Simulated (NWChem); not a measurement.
## Correlation energy of Mg (+1)

```
Mg
```
Charge +1, spin multiplicity 2.

All runs are NWChem calculations.

Basis set: 3-21G. Each correlation energy counts from its own Hartree-Fock reference.

| method | correlation energy (mHa) |
|---|---|
| SCS-UMP2 | 0.0 |
| CCSD on UHF | 0.0 |
| CCSD[T] on ROHF | 0.0 |
| CCSD[T] on UHF | 0.0 |
| CCSDT on ROHF | 0.0 |
| CCSD on ROHF | 0.0 |
| CCSD(T) on UHF | 0.0 |
| UMP2 | 0.0 |
| CCSD(T) on ROHF | 0.0 |

The values span 0.0 mHa, from CCSD on UHF (lowest) to UMP2 (highest). 

The correlated methods keep 5 core orbitals frozen. No SCF solution was tested for a lower state. Open-shell Hartree-Fock references start from PBE0 orbitals. Coupled-cluster values serve here as a point of comparison, not as the truth.
